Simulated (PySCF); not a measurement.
# How exact exchange moves a shielding

Molecule: SMILES BCOC, C2H7BO.

Bonds (- single, = double, # triple, : aromatic): B1-C2 1.552 Å, C2-O3 1.394 Å, O3-C4 1.391 Å. B1 carries H5, H6; C2 carries H7, H8; C4 carries H9, H10, H11.

GIAO shieldings (ppm, equivalent atoms averaged) in PySCF 2.14.0 with density-fitted response routines on the PBE0-D3(BJ)/def2-SVP geometry, basis pcSseg-2, gas phase, non-relativistic:

| functional | exact exchange (%) | σ(B1) | σ(C2) | σ(C4) | σ(O3) |
| --- | --- | --- | --- | --- | --- |
| BLYP | 0 | 0.6 | 87.4 | 108.8 | 293.2 |
| BP86 | 0 | 3.5 | 92.2 | 113.6 | 301.1 |
| PBE | 0 | 1.2 | 91.7 | 113.8 | 299.4 |
| B3LYP | 20 | 6.3 | 95.3 | 114.8 | 307.5 |
| PBE0 | 25 | 8.9 | 101.3 | 120.7 | 316.0 |
| BHandHLYP | 50 | 15.4 | 105.3 | 122.5 | 323.6 |
| HF | 100 | 33.3 | 120.8 | 134.0 | 344.2 |

Task: Fit each shielding as a line in the percentage of exact exchange.

Result: σ(B1) = 1.2 + 0.31 x (rms 1.2 ppm); σ(C2) = 90.7 + 0.30 x (rms 1.9 ppm); σ(C4) = 112.2 + 0.22 x (rms 2.0 ppm); σ(O3) = 299.1 + 0.47 x (rms 3.2 ppm). The functionals also differ in their semilocal parts, which the line can't hold; Hartree–Fock has no correlation at all.

Task: What does the line predict for mPW1PW91 (25 %), and what does the run give?

Result: σ(B1): 8.9 predicted, 10.0 computed; σ(C2): 98.2 predicted, 101.2 computed; σ(C4): 117.7 predicted, 120.1 computed; σ(O3): 310.9 predicted, 315.7 computed ppm.
